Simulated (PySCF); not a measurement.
# Working out the excitation energy of Cs

Cs [Xe] 6s1 (2S) → Cs [Xe] 6p1 (2P). All numbers are calculated (PySCF 2.14, a scalar-relativistic core potential, in def2-TZVPPD with the def2 core potential (46 electrons) (5s4p3d1f, 39 functions)). Frozen: nothing. Energies in hartree (1 hartree = 27.21139 eV):

```csv
part,Cs (lower),Cs (upper)
UHF,-19.855210,-19.810961
MP2 opposite-spin,-0.103696,-0.099970
MP2 same-spin,-0.038042,-0.034529
```

Question: What does Hartree-Fock give?

Answer: (-19.810961) − (-19.855210) = 0.044249 hartree = 1.204 eV.

Question: What do MP2 and SCS-MP2 (6/5 opposite-spin, 1/3 same-spin) give?

Answer: The opposite-spin parts differ by 0.101 eV and the same-spin parts by 0.096 eV. MP2: 1.204 + (0.101) + (0.096) = 1.401 eV. SCS-MP2: 1.204 + 1.2 × (0.101) + (0.096)/3 = 1.357 eV.

Measured between the centres of the two terms (NIST): 1.432 eV, so MP2 (valence and next inner shell) is off by -0.031 eV.

What remains against the reference includes basis incompleteness and correlation beyond second order.
